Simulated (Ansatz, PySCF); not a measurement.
Process, species as SMILES: [F][Ge]([F])([F])[Br] → F atom + [F][Ge]([F])[Br] (the F-Ge bond at the site shown breaks; other sites are not compared here)
Each molecule is optimised on its own at B3LYP-D3(BJ)/def2-TZVP (Ansatz, a quantum-chemistry and plane-wave program). Frequencies are from Ansatz or PySCF.
Geometry of the first species:
```xyz
5

F     -1.3656    -0.7238    -1.3445
Ge    -0.6569     0.0243     0.0223
F     -1.2303     1.6365     0.0681
F     -1.2740    -0.7694     1.4076
Br     1.5957    -0.0591    -0.0541
```

Wanted: bond dissociation energy (0 K, with B3LYP-D3(BJ) harmonic zero-point energies), in eV. Cores are frozen in the correlated levels unless marked. Open shells are spin-unrestricted. Spin-orbit coupling is left out. Frozen are the shells of the preceding noble gas and the d and f shells that filled before the atom's block. No relativistic terms. Basis-set limits of correlation are two-point, X^-3; Hartree-Fock from the larger set (for Q and 5 zeta extrapolated as (X+1)exp(-9√X)).

CCSD(T)/CBS(cc-pVQZ,cc-pV5Z) (Ansatz) gives 5.62 eV.

### Question
Another calculation gave 5.30 eV. Which level was it?
A) HSE06/def2-TZVPD (Ansatz)
B) SVWN5/def2-TZVPD (Ansatz)
C) revPBE/def2-TZVPD (Ansatz)
D) B97M-V/def2-TZVPD (Ansatz)

### Answer
D, B97M-V/def2-TZVPD (Ansatz). The others give 5.14 (HSE06), 4.93 (revPBE), 6.13 (SVWN5) eV.
